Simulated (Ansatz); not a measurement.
Mulliken charges of `CB(F)CI` from r2SCAN/def2-TZVPP in Ansatz (PBE0-D4/def2-TZVP geometry).

| atom | x (Å) | y (Å) | z (Å) | charge (e) |
| --- | --- | --- | --- | --- |
| C1 | 1.061 | -0.184 | 0.919 | -0.257 |
| B2 | 0.272 | -0.306 | -0.420 | 0.311 |
| F3 | 0.908 | -0.766 | -1.499 | -0.261 |
| C4 | -1.246 | 0.042 | -0.595 | -0.204 |
| I5 | -1.100 | 2.152 | -1.022 | -0.076 |
| H6 | 2.090 | 0.144 | 0.758 | 0.080 |
| H7 | 1.120 | -1.183 | 1.371 | 0.073 |
| H8 | 0.583 | 0.474 | 1.647 | 0.065 |
| H9 | -1.861 | -0.023 | 0.298 | 0.135 |
| H10 | -1.743 | -0.400 | -1.454 | 0.133 |

Task: By hand: the dipole of these point charges (1 e Å = 4.8032 D).

Result: Σ q r = (-0.283, -0.120, 0.338) e Å, of length 0.457 e Å = 2.20 D.

Task: How does the dipole of the full density compare? (Estimate.)

Result: Computed: (-0.156, -0.174, 0.277) e Å, 1.74 D; the point charges give 1.26 times that, at 17° from its direction.

Point charges leave out the atoms' own dipoles, such as those of lone pairs, and Mulliken's split depends on the basis, so the two needn't agree.
